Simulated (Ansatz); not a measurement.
Input for Ansatz (a quantum-chemistry and plane-wave program): U-wB97X-V/def2-TZVPP on F2Sn (SMILES [F][Sn][F]), a point of a bond scan (R = 1.948 Å). Elements past Kr take the def2 small-core potentials; no spin–orbit coupling.

Ansatz 0.2 input:
```yaml
crystal:
  periodic: [false, false, false]
  atoms:
    - {symbol: Sn, position_ang: [0.02632264, -0.01583816, 0.34295287]}
    - {symbol: F, position_ang: [0.65456357, 1.29847347, -0.95056458]}
    - {symbol: F, position_ang: [-0.80080048, -1.21048367, -0.95472913]}
basis:
  gaussian:
    orbitals: def2-TZVPP
hamiltonian:
  xc: {name: wB97X-V}
magnetization: {spin_polarized: true, initial_magnetization: 0}
```

Problem. What total energy does the run end on?

Solution. -414.0806 hartree.

Problem. How many basis functions does it have, and what does it roughly cost on one machine?

Solution. 112 functions; about 7 core-seconds (a rough figure).
